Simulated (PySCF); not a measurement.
3-(aminomethyl)pyridine, C6H8N2

Molfile (atoms numbered from 1):
```
C6H8N2
     RDKit          3D

 16 16  0  0  0  0  0  0  0  0999 V2000
   -2.6036    0.1201   -0.3140 N   0  0  0  0  0  0  0  0  0  0  0  0
   -1.5815    0.7521    0.5025 C   0  0  0  0  0  0  0  0  0  0  0  0
   -0.1789    0.2356    0.2893 C   0  0  0  0  0  0  0  0  0  0  0  0
    0.6581    0.7484   -0.7054 C   0  0  0  0  0  0  0  0  0  0  0  0
    1.9142    0.1836   -0.9034 C   0  0  0  0  0  0  0  0  0  0  0  0
    2.2947   -0.8851   -0.0916 C   0  0  0  0  0  0  0  0  0  0  0  0
    1.5175   -1.3847    0.8652 N   0  0  0  0  0  0  0  0  0  0  0  0
    0.3214   -0.8339    1.0430 C   0  0  0  0  0  0  0  0  0  0  0  0
   -2.6140   -0.8836   -0.1390 H   0  0  0  0  0  0  0  0  0  0  0  0
   -2.3732    0.2242   -1.3010 H   0  0  0  0  0  0  0  0  0  0  0  0
   -1.6030    1.8372    0.3090 H   0  0  0  0  0  0  0  0  0  0  0  0
   -1.8572    0.6255    1.5622 H   0  0  0  0  0  0  0  0  0  0  0  0
    0.3265    1.5927   -1.3184 H   0  0  0  0  0  0  0  0  0  0  0  0
    2.5928    0.5655   -1.6693 H   0  0  0  0  0  0  0  0  0  0  0  0
    3.2770   -1.3544   -0.2202 H   0  0  0  0  0  0  0  0  0  0  0  0
   -0.2956   -1.2603    1.8455 H   0  0  0  0  0  0  0  0  0  0  0  0
  1  2  1  0
  2  3  1  0
  3  4  1  0
  4  5  2  0
  5  6  1  0
  6  7  2  0
  7  8  1  0
  8  3  2  0
  1  9  1  0
  1 10  1  0
  2 11  1  0
  2 12  1  0
  4 13  1  0
  5 14  1  0
  6 15  1  0
  8 16  1  0
M  END
```

Method: quadratic response CAM-B3LYP/aug-cc-pVDZ first hyperpolarisability, Taylor convention, gas phase (PySCF 2.14.0). Geometry: PBE0-D3(BJ)/def2-SVP.

(1) Give the tensor of the second harmonic β(−2ω;ω,ω) at 1907 nm in the axes of these coordinates.

## Answers

(1) In au, Taylor convention; rows are the first index (the induced dipole):
|  | xx | yy | zz | xy | xz | yz |
| --- | --- | --- | --- | --- | --- | --- |
| x | -42.6 | -13.6 | -13.0 | -18.1 | +3.6 | +0.5 |
| y | -18.3 | -11.2 | +10.6 | -13.5 | +0.8 | -2.0 |
| z | +3.0 | -2.2 | +17.0 | +1.0 | -13.2 | +10.5 |

Norm of βᵢ = ⅓ Σⱼ (βᵢⱼⱼ + βⱼᵢⱼ + βⱼⱼᵢ): 74.1 au, hyper-Rayleigh value 29.4 au.
